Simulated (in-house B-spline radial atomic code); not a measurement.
How numerical settings move a run on neutral dysprosium, [Xe] 4f10 6s2. Computed with a B-spline radial code for spherical atoms: Dirac-Kohn-Sham LDA VWN5, spherical fractional occupations, Fermi nucleus of rms radius 5.2218 fm.

Command:
```bash
python run_scf.py task.json out
```
Settings of the sound reference run:
```
Z                66
electrons        66
configuration    [Xe] 4f10 6s2
hamiltonian      dirac
method           lda,vwn
spin_polarised   False
nucleus          fermi
rms_radius       5.2218
mass_number      164
atomic_mass      163.9292
speed_of_light   137.036
knot_spacing     0.22
spline_order     8
gauss_points     12
box_radius       50
max_iterations   70
damping          0.5
damped_steps     3
diis_vectors     10
tolerance        1e-08
start            Thomas-Fermi
```

Time taken, with all properties: 3.3 s on 1 thread of AMD EPYC 7R43 64-Core Processor (shared host).

It converges in 16 iterations to -12159.257170 hartree, with 4f7/2 at -2.94098 eV. The other runs change the listed settings, some to values that make no sense; their results aren't properties of the atom or ion. Radii are in bohr (the nuclear one in fm), a minus after a letter asks for a j subshell, and «unchanged» means within 1e-8 hartree. The run stops when the residual is below 10 × tolerance × max(1, Z/10), or a noise floor if that is larger, and the energy moves by less than 1e-8 × √|E| hartree; so very loose and very tight tolerances often act alike.

| changed settings | outcome |
| --- | --- |
| box_radius = 5, max_iterations = 8, damping = 0.2, tolerance = 1e-06 | not converged after 8 iterations, last residual 4.8e-02, last energy +4.19e-01 hartree from the reference |
| knot_spacing = 0.1 | converged in 16 iterations, energy -3.72e-07 hartree from the reference, 4f7/2 level -1.1e-06 eV |
| knot_spacing = 0.75 | converged in 12 iterations, energy +3.59e+01 hartree from the reference, 4f7/2 level -1.3e+00 eV |
| max_iterations = 50, damping = 0.95, damped_steps = 1, tolerance = 1e-13 | converged in 13 iterations, energy unchanged, 4f7/2 level -2.9e-05 eV |
| method = hf, speed_of_light = 59.41881 | converged in 15 iterations to -13795.2171 hartree, a different physical problem |
| first_knot = 0.00152, max_iterations = 75, damped_steps = 8 | converged in 14 iterations, energy -3.88e-01 hartree from the reference, 4f7/2 level +6.8e-04 eV |
| knot_spacing = 1.4 | converged in 10 iterations, energy +1.18e+03 hartree from the reference, 4f7/2 level -2.3e+02 eV (the program warns: 3s1/2 reaches the box edge; 3p1/2 reaches the box edge) |
| knot_spacing = 0.55, box_radius = 5, max_iterations = 75, damping = 0.95 | converged in 12 iterations, energy +7.80e-01 hartree from the reference, 4f7/2 level +4.1e+00 eV (the program warns: 4f7/2 has a positive eigenvalue: unbound, held by the box; 4f5/2 has a positive eigenvalue: unbound, held by the box) |
| knot_spacing = 0.15 | converged in 16 iterations, energy -3.77e-07 hartree from the reference |
| electrons = 67, configuration = [Xe] 4f10 6s3, max_iterations = 75 | stopped with error: shell 6s holds at most 2 electrons |
| knot_spacing = 1 | converged in 11 iterations, energy +3.20e+02 hartree from the reference, 4f7/2 level -8.7e+01 eV (the program warns: 4s1/2 reaches the box edge; 4p1/2 reaches the box edge) |
| knot_spacing = 0.4 | converged in 16 iterations, energy +6.49e-03 hartree from the reference, 4f7/2 level -1.1e-03 eV |
| spline_order = 4 | converged in 16 iterations, energy +8.40e-03 hartree from the reference, 4f7/2 level -1.5e-03 eV |
| spline_order = 10 | converged in 16 iterations, energy -1.60e-08 hartree from the reference, 4f7/2 level -1.0e-06 eV |
| spline_order = 5 | converged in 16 iterations, energy +2.97e-04 hartree from the reference, 4f7/2 level -6.0e-05 eV |
| damping = 0 | converged in 15 iterations, energy unchanged, 4f7/2 level -9.0e-05 eV |
| damping = 0.2 | converged in 15 iterations, energy unchanged, 4f7/2 level -4.2e-06 eV |
| damping = 0.8 | converged in 14 iterations, energy unchanged, 4f7/2 level +3.2e-06 eV |

Task: What happens with knot_spacing = 2?

Result: Converged in 9 iterations, energy +2.18e+03 hartree from the reference, 4f7/2 level -3.6e+02 eV (the program warns: 4f7/2 reaches the box edge; 3s1/2 reaches the box edge).

Task: What happens with electrons = 69, configuration = [Xe] 4f10 6s2 7s3, max_iterations = 100?

Result: Stopped with error: shell 7s holds at most 2 electrons.

Task: What happens with knot_spacing = 0.55?

Result: Converged in 15 iterations, energy +1.09e+00 hartree from the reference, 4f7/2 level -4.6e-02 eV.

Task: What happens with spline_order = 7?

Result: Converged in 16 iterations, energy +1.09e-06 hartree from the reference, 4f7/2 level -1.0e-06 eV.
